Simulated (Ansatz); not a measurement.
Two structures of SiNH₅BrCl, closed shell, reached by relaxing down either side of one saddle point (PBE0-D4/def2-TZVP). Energies are electronic, without zero-point energy. Ansatz 0.2.0; basis: def2-TZVPP and def2-QZVPP; cores frozen in the correlated methods. Filled d shells of the heavier atoms are correlated. The def2 sets are not built for correlating such inner shells, so the correlated values are less sure here. Extrapolation: Hartree–Fock as exp(−7.88 √X), correlation as X^−2.97. First:

```
9
angstrom
Si -0.8773 -0.1037 -0.6850
N 0.3516 -0.5569 0.4459
H -1.7236 0.9143 -0.0333
H -0.1998 0.3758 -1.9049
Cl -2.1003 -1.6657 -1.2316
H 1.3266 0.9350 0.8125
Br 2.1138 2.1399 1.1086
H 1.0630 -1.1984 0.1198
H 0.0461 -0.8401 1.3681
```

Second:

| atom | x (Å) | y (Å) | z (Å) |
| --- | --- | --- | --- |
| Si1 | -0.4967 | 0.4616 | -0.5459 |
| N2 | 0.5468 | -0.6453 | 0.6099 |
| H3 | -1.7286 | 1.0051 | 0.0402 |
| H4 | 0.1269 | 0.7556 | -1.8424 |
| Cl5 | -1.4678 | -1.3805 | -1.2503 |
| H6 | 1.5318 | -0.4252 | 0.4705 |
| Br7 | 0.7959 | 2.2545 | 0.4998 |
| H8 | 0.3526 | -1.6319 | 0.4435 |
| H9 | 0.3393 | -0.3936 | 1.5748 |

Question: Which bonds change from the first to the second?

Answer: SiNH₄Cl ([NH2][SiH2][Cl]) + HBr → SiH₂BrCl ([Cl][SiH2][Br]) + NH₃ (still joined by a long Si–N bond); bonds formed: Si1–Br7, N2–H6; bonds broken: H6–Br7; bonds weakened to dative contacts: Si1–N2.

Question: Give the saddle point's structure and its height above each. (An estimate is asked for; the value comes from the calculation.)

Answer: Computed: 0.185 eV above the first and 0.343 eV above the second (CCSD(T) at an estimated basis limit (MP2 extrapolated from triple and quadruple zeta, plus CCSD(T) − MP2 in triple zeta)).
```
9
angstrom
Si -0.7550 0.0676 -0.6335
N 0.4564 -0.5683 0.5341
H -1.5608 1.0612 0.0860
H -0.0110 0.5185 -1.8157
Cl -1.9591 -1.5054 -1.1658
H 1.0770 0.4701 0.7372
Br 1.6057 2.1401 0.6933
H 1.0806 -1.2746 0.1564
H 0.0663 -0.9089 1.4079
```

No T1 diagnostic of these runs exceeds 0.009.

Labels in which every atom is bracketed show which atoms are joined, not bond orders.

For scale, one of the runs: CCSD(T)/def2-TZVPP, 233 basis functions, launched by `ansatz run in.yaml --threads 8 --pin off --events-out ev --progress --plain --max-ram 19148MiB`. Hardware: 8 CPU threads of an Intel Xeon Platinum 8488C, shared host. Wall time 47 s; peak host memory 4 GiB.
